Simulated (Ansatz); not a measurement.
`[NH2][Zn][NH2]` at its PBE0-D4/def2-TZVP geometry, where that method's forces vanish. The species carries charge 0 and has multiplicity 1.

```xyz
7

N    -1.7039   -0.0750   -0.6197
Zn   -0.0193   -0.0200    0.0434
N     1.5961   -0.0368    0.8626
H    -1.9259    0.5360   -1.3920
H    -2.1087   -0.9812   -0.8055
H     1.7419    0.6006    1.6319
H     2.4199   -0.0236    0.2792
```

(1) What forces (eV/Å) does r2SCAN-D4/def2-TZVPP give on these atoms in Ansatz? (An estimate is asked.)

Answers

(1) Computed: 
```
N1   0.154  0.024  0.144
Zn2  0.012  0.013 -0.028
N3  -0.194 -0.066 -0.052
H4  -0.003  0.000 -0.033
H5  -0.010 -0.025 -0.029
H6   0.018  0.033  0.011
H7   0.023  0.021 -0.012
```
